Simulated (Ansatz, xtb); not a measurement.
**C6H4NOP: which of two isomers lies lower**

We compare I, `N#CC1=C(O)C=PC=C1`, a singlet, with II, `N#CC1=CP=C(O)C=C1`, a singlet. Both are isolated molecules in the gas phase, relaxed with B3LYP-D3(BJ)/def2-SVP; the shapes shown needn't be the lowest conformers.

I (Å):

```yaml
atoms:
  - { symbol: C, position_ang: [-2.9068, 0.6582, -0.1166] }
  - { symbol: C, position_ang: [-1.4878, 0.6080, -0.2909] }
  - { symbol: C, position_ang: [-0.6495, 0.2563, 0.7847] }
  - { symbol: C, position_ang: [0.7328, 0.1865, 0.6916] }
  - { symbol: C, position_ang: [0.3812, 0.9091, -1.8648] }
  - { symbol: C, position_ang: [-0.9883, 0.9264, -1.5824] }
  - { symbol: N, position_ang: [-4.0663, 0.7205, -0.0525] }
  - { symbol: O, position_ang: [-1.8214, 1.2575, -2.5845] }
  - { symbol: P, position_ang: [1.6531, 0.5181, -0.7546] }
  - { symbol: H, position_ang: [-1.1356, 0.0294, 1.7378] }
  - { symbol: H, position_ang: [1.2946, -0.0968, 1.5868] }
  - { symbol: H, position_ang: [0.6584, 1.1703, -2.8907] }
  - { symbol: H, position_ang: [-2.7454, 1.2393, -2.2852] }
```

II (Å):

```xyz
13

C    -3.3146   -0.3770   -0.1492
C    -2.0167    0.1387   -0.4888
C    -1.2021    0.6546    0.5405
C     0.0657    1.1751    0.3188
C     0.6680    1.2429   -0.9450
C    -1.6029    0.1126   -1.8273
N    -4.3636   -0.7944    0.1222
O     1.9069    1.7805   -0.9747
P    -0.0837    0.6814   -2.4475
H    -1.5910    0.6423    1.5604
H     0.6444    1.5592    1.1637
H     2.2472    1.7889   -1.8819
H    -2.2953   -0.3046   -2.5647
```

Energies in hartree; the thermal terms are from GFN2-xTB frequencies at re-optimised GFN2-xTB minima (ideal gas, soft modes damped towards free rotors, one conformer each, 298.15 K, 1 atm) and include the zero-point energy:

```
                              I           II
E, CCSD(T)/def2-SVP  −700.491749  −700.486488
    E, MP2/def2-SVP  −700.400074  −700.394831
  E, MP2/def2-TZVPP  −701.203800  −701.197814
  zero-point energy     0.084085     0.084061
       H(298 K) − E     0.093011     0.093062
       G(298 K) − E     0.051169     0.051055
```

Q: Correct the CCSD(T) difference for the basis set by the MP2 change, then work out ΔE, ΔE₀, ΔH and ΔG for I → II in kJ/mol (1 Eh = 2625.50 kJ/mol) and the equilibrium ratio [II]/[I].

A: 1. Differences II − I: CCSD(T) +0.005261, MP2 in the small set +0.005243, MP2 in the large set +0.005986 Eh.
2. ΔE = +0.005261 + (+0.005986 − (+0.005243)) = +0.006004 Eh = +15.76 kJ/mol.
3. ΔE₀ = ΔE + ΔZPE = +0.006004 + (−0.000024) Eh = +15.70 kJ/mol.
4. ΔH = ΔE + (+0.000051) Eh = +15.90 kJ/mol.
5. ΔG = ΔE + (−0.000114) Eh = +15.46 kJ/mol, so ΔS = (ΔH − ΔG)/T = +1.5 J/(mol K).
6. kT = 0.9442 mEh, so K = [II]/[I] = exp(−ΔG/kT) = exp(−6.24) ≈ 0.002.

Structure I is favoured at this temperature. An error of 4 kJ/mol in ΔG would change K by a factor of 5. Mirror images and further conformers aren't counted.

As drawn, both hold the same kinds of bond in the same numbers.

Other levels gave ΔE = +9.7 (GFN2-xTB); +7.5 (HF/STO-3G, GFN2-xTB geometries); +15.8 (r2SCAN-D4/def2-SVP, GFN2-xTB geometries); +15.5 (B3LYP-D3(BJ)/def2-SVP); +16.4 (HF/def2-SVP); +13.8 (MP2/def2-SVP); +13.8 (CCSD(T)/def2-SVP) kJ/mol. The correlated steps freeze 13 core orbitals. Programs: Ansatz 0.2.0, xtb 6.7.1.
